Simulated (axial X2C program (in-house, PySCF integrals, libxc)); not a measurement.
# Photoelectron levels of GeO by EOM-IP-CCSD

Computed with an axial X2C code built on PySCF integrals: two-component X2C with atomic mean-field Coulomb and Gaunt terms, Gaussian nuclei, basis Ge dyall-cv3z, O dyall-av3z with contracted cores.

R = 1.618 Å (near the PBE0 minimum at charge 0 of the determinant lowest at the starting distance; the state shown can have its own minimum elsewhere).

Hartree–Fock spinors of GeO (one of each Kramers pair; a window near the gap, which can cut inner shells):

| ω | occupied | ε (eV) | character |
| --- | --- | --- | --- |
| 1/2 | yes | -16.84 | 52% O p, 36% Ge s, 7% O s |
| 3/2 | yes | -12.21 | 80% O p, 13% Ge p, 4% Ge d |
| 1/2 | yes | -12.19 | 79% O p, 14% Ge p, 4% Ge d |
| 1/2 | yes | -11.62 | 37% O p, 31% Ge p, 26% Ge s |
| 1/2 | no | 0.65 | 73% Ge p, 12% O p, 9% Ge d |
| 3/2 | no | 0.70 | 73% Ge p, 12% O p, 9% Ge d |
| 1/2 | no | 2.31 | 67% Ge p, 20% O p, 8% Ge d |
| 1/2 | no | 3.74 | 89% O p, 6% Ge p, 3% Ge d |
| 3/2 | no | 3.75 | 90% O p, 6% Ge p, 3% Ge d |
| 1/2 | no | 3.85 | 54% O p, 23% O s, 12% Ge p |

Vertical ionisation energies of GeO to the states of GeO⁺:

| Ω of GeO⁺ | vertical IE (eV) | above lowest (cm⁻¹) | ionised spinor | one-hole weight |
| --- | --- | --- | --- | --- |
| 1/2 | 11.058 | 0 | 49% O pσ, 27% Ge pσ, 16% Ge sσ | 0.94 |
| 3/2 | 11.251 | 1555 | 80% O pπ, 13% Ge pπ | 0.92 |
| 1/2 | 11.287 | 1844 | 78% O pπ, 14% Ge pπ | 0.92 |
| 1/2 | 15.703 | 37464 | 46% Ge sσ, 36% O pσ, 8% O sσ | 0.89 |

Problem. How far does the lowest EOM-IP-CCSD energy lie from the Koopmans value −ε of the highest filled spinor?

Solution. 11.058 eV against 11.62 eV, a shift of -0.56 eV: relaxation of the final state lowers the energy and the loss of correlation raises it.

Problem. Take the first Ω = 1/2 and Ω = 3/2 rows of π character: how far apart are they, and which lies lower?

Solution. E(3/2) − E(1/2) = 1555 − 1844 = -289 cm⁻¹ at EOM-IP-CCSD: inverted, Ω = 3/2 lower. Splittings at this level can be off by ten to twenty per cent.

This point took 28 s on 1 thread of Intel(R) Xeon(R) Processor @ 2.30GHz, with other jobs on the host.

Reference electrons by ω block (each with its −ω partner): 1/2: 14, 3/2: 5, 5/2: 1. 20 electrons of GeO correlated (inner shells frozen), 94 natural virtual spinors (a truncated set); levels can be off by some tenths of an eV. Roots sought by Ω: (1/2: 4, 3/2: 3, 5/2: 1); rows need 60 % one-particle weight and stop where some Ω has no more roots. Missing are any skipped roots, higher Ω and states of a further excitation; these come out far too high here and may in truth be low or lowest. T1 of the reference 0.023 (Lee–Taylor). Number of frozen shells: Ge 3 s, 2 p; O 1 s.
